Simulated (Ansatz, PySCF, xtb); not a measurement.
Dimer: C2H6O (SMILES COC) (first 9 atoms) with HI (SMILES I); geometry from B3LYP-D3(BJ)/def2-TZVP, rigid monomers moved along the line of their centres of mass till O2···H11 is 1.63 Å.
(charge 0, multiplicity 1):
```xyz
11

C      0.769    -0.820     0.068
O      0.327     0.264     0.871
C     -0.990     0.686     0.551
H      0.794    -0.531    -0.988
H      0.115    -1.691     0.187
H      1.774    -1.076     0.397
H     -1.039     1.039    -0.485
H     -1.238     1.504     1.225
H     -1.709    -0.128     0.688
I     -0.005    -1.075     3.828
H      0.251    -0.312     2.389
```

Monomers are frozen at their geometry in the pair; levels with a basis set take the counterpoise correction. Rows marked so take none.

Rows in STO-3G carry no dispersion term and start afresh at each structure; the Pople sets are all-electron and without relativity.

The values were computed with Ansatz (a first-principles code) with Gaussian orbitals; PySCF for STO-3G rows; xtb for the GFN methods.  In def2 rows elements past Kr take small-core potentials, without spin–orbit coupling.

Question: One of these levels gives -4.55 kcal/mol for the interaction energy. Which?
(A) PBE/def2-TZVPPD
(B) GFN-FF
(C) HF/STO-3G (no counterpoise)
(D) r2SCAN/def2-TZVPPD

Answer: A, PBE/def2-TZVPPD. The others give 0.30 (GFN-FF), -3.88 (HF/STO-3G (no counterpoise)), -5.80 (r2SCAN/def2-TZVPPD)
